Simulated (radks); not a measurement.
Values are calculated unless marked as measured or tabulated.
Species: the strontium ion Sr3+. Configuration: [Ar] 3d10 4s2 4p5. Level of theory: scalar-relativistic Kohn-Sham, Wu-Cohen GGA, spin-polarised, spherical densities, finite nucleus; open shells are filled with parallel spins first (spin-orbit coupling, left out, can overturn this in heavy ions); Fermi nuclear charge, rms radius 4.224 fm (a radial shooting solver on a logarithmic mesh with Libxc functionals).

Normalised radial functions P(r) = r R(r), r in bohr:

r         3d down  4s down  4d down
0.002991   0.0000   0.0690   0.0000
0.003926   0.0001   0.0863   0.0000
0.005153   0.0002   0.1066   0.0000
0.006764   0.0003   0.1294   0.0001
0.008878   0.0007   0.1535   0.0002
0.01175    0.0016   0.1770   0.0004
0.01542    0.0034   0.1937   0.0009
0.02024    0.0071   0.1975   0.0019
0.02657    0.0147   0.1789   0.0040
0.03487    0.0300   0.1278   0.0082
0.04577    0.0592   0.0372   0.0162
0.06008    0.1131  -0.0890   0.0309
0.07885    0.2067  -0.2262   0.0564
0.1035     0.3572  -0.3223   0.0970
0.1359     0.5761  -0.3077   0.1552
0.1783     0.8545  -0.1331   0.2266
0.2341     1.1457   0.1705   0.2946
0.3072     1.3643   0.4545   0.3281
0.4033     1.4144   0.5073   0.2898
0.5293     1.2517   0.2094   0.1546
0.6948     0.9256  -0.3333  -0.0715
0.9193     0.5444  -0.8383  -0.3527
1.207      0.2513  -1.0013  -0.5977
1.584      0.0844  -0.8020  -0.7310
2.079      0.0188  -0.4429  -0.6995
2.729      0.0025  -0.1620  -0.5258
3.582      0.0002  -0.0366  -0.3008
4.701      0.0000  -0.0044  -0.1184
6.171      0.0000  -0.0002  -0.0291

3d down: eigenvalue -158.19 eV, 0 radial nodes, <r> = 0.497 bohr, 90 % of the charge inside 0.806 bohr. 4s down: eigenvalue -68.517 eV, 3 radial nodes at r = 0.0499, 0.203, 0.592 bohr, <r> = 1.32 bohr, 90 % of the charge inside 1.93 bohr. 4d down (empty): eigenvalue -24.102 eV, 1 radial node at r = 0.643 bohr, <r> = 2.09 bohr, 90 % of the charge inside 3.20 bohr.
